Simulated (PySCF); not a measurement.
SMILES C[Si](CO)(C)C (C₄H₁₂OSi), GFN2-xTB optimised geometry.

```
18

C     -0.99    -1.66    -1.53
Si    -0.29    -0.76     0.00
C     -0.94    -1.59     1.60
C      1.61    -0.76     0.00
C     -0.92     1.06     0.00
O     -0.55     1.75     1.19
H     -0.67    -1.18    -2.45
H     -2.07    -1.68    -1.53
H     -0.64    -2.69    -1.56
H     -2.02    -1.48     1.70
H     -0.73    -2.65     1.59
H     -0.47    -1.17     2.48
H      2.01    -1.75     0.18
H      2.01    -0.41    -0.95
H      2.00    -0.10     0.77
H     -0.47     1.64    -0.81
H     -2.01     1.13    -0.14
H     -0.93     1.28     1.94
```

Density from B3LYP/def2-SVP (PySCF) at that geometry.

Minimum of the electron density along straight lines between bonded atoms, close to the bond critical point (lines longer than 1.1 times the sum of covalent radii, or with two minima, are not listed):

```
bond    length / Å  ρ at the minimum / e bohr⁻³  ∇²ρ there / e bohr⁻⁵  position (fraction from the first atom)
------  ----------  ---------------------------  --------------------  ---------------------------------------
C1–Si2       1.906                        0.110                  0.32                                     0.62
Si2–C3       1.913                        0.108                  0.31                                     0.38
Si2–C4       1.905                        0.110                  0.32                                     0.38
Si2–C5       1.927                        0.111                  0.29                                     0.38
C5–O6        1.424                        0.250                 -0.43                                     0.35
C1–H7        1.085                        0.272                 -0.97                                     0.62
C1–H8        1.086                        0.272                 -0.97                                     0.62
C1–H9        1.085                        0.272                 -0.97                                     0.62
C3–H10       1.087                        0.271                 -0.96                                     0.62
C3–H11       1.086                        0.272                 -0.97                                     0.62
C3–H12       1.087                        0.271                 -0.96                                     0.62
C4–H13       1.086                        0.272                 -0.97                                     0.62
C4–H14       1.086                        0.272                 -0.97                                     0.62
C4–H15       1.086                        0.273                 -0.98                                     0.63
C5–H16       1.091                        0.280                 -1.04                                     0.63
C5–H17       1.098                        0.274                 -0.98                                     0.62
O6–H18       0.962                        0.360                 -2.21                                     0.81
```
